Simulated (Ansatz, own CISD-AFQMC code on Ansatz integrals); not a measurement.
H4GeSi, SMILES `[SiH3][GeH]` (excited triplet) (charge 0, multiplicity 3). This triplet is an excited state, 0.65 eV above the relaxed singlet at the level frozen-core CCSD(T)/cc-pVTZ // PBE0-D3(BJ)/def2-TZVP (Ansatz).

Z-matrix (Å, degrees):
```
Si
H 1 1.4836
H 1 1.4878 2 109.41
H 1 1.4878 2 109.53 3 -119.34
Ge 1 2.3657 2 106.41 3 120.49
H 5 1.5470 1 123.52 2 177.65
```
Charge 0, spin multiplicity 3.

Frozen-core correlation energies in cc-pVDZ at a geometry from PBE0-D3(BJ)/def2-TZVP, on an HF energy of -2366.54122 Ha (<S^2> = 2.01). Wave-function levels are from Ansatz, the walk from an own CISD-AFQMC code on Ansatz integrals (time step 0.005/Ha, trial state from CCSD amplitudes, largest double 0.04).

```json
[
 {"level": "MP2", "correlation energy (mHa)": "-185.4"},
 {"level": "CCSD", "correlation energy (mHa)": "-226.8"},
 {"level": "CCSD(T)", "correlation energy (mHa)": "-232.9"}
]
```

Task: What correlation energy does phaseless AFQMC give, and where does it lie among these levels?

Result: -233.9 ± 0.1 mHa (one standard error). AFQMC minus each level: MP2 -48.5 mHa, CCSD -7.1 mHa, CCSD(T) -0.9 mHa.
